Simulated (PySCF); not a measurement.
## ZrCl₂ + O₂ → ZrO₂ + Cl₂

Level: B3LYP in the def2-TZVP basis family, computed in PySCF with density fitting; scalar-relativistic core potentials for atoms from Rb on, none lighter, no spin–orbit coupling; open shells unrestricted.

```tsv
species	state and structure	E (Eh)	ZPE (kJ/mol)	H(298 K) − H(0) (kJ/mol)	S° (J/(mol K))
ZrCl₂	triplet, C2v, Zr–Cl 2.369 Å (×2); Cl–Zr–Cl 147.6°	-967.61559	4.7	13.9	314.8
O₂	triplet, D∞h, O–O 1.204 Å	-150.38977	9.8	8.7	205.0
ZrO₂	singlet, C2v, Zr–O 1.776 Å (×2); O–Zr–O 108.3°	-197.62867	12.6	11.3	268.2
Cl₂	singlet, D∞h, Cl–Cl 2.014 Å	-920.42200	3.2	9.2	223.0
```

What is the electronic reaction energy?

At B3LYP/def2-TZVP, ΔE = -119.0 kJ/mol from the differences of the total energies times 2625.5, downhill. 

Add zero-point, thermal and entropy terms for 298.15 K and 1 bar.

ΔZPE = 1.3 and Δ[H(298) − H(0)] = -2.1 kJ/mol give ΔH° = -119.8 kJ/mol. ΔS° = -28.6 J/(mol K), so ΔG° = -119.8 − 298.15 × (-0.0286) = -111 kJ/mol and log₁₀K = 19.5.

Open d or f shells are single determinants, so the state found may not be the ground state. The structures come from searches over a few start shapes, so lower isomers are not excluded.
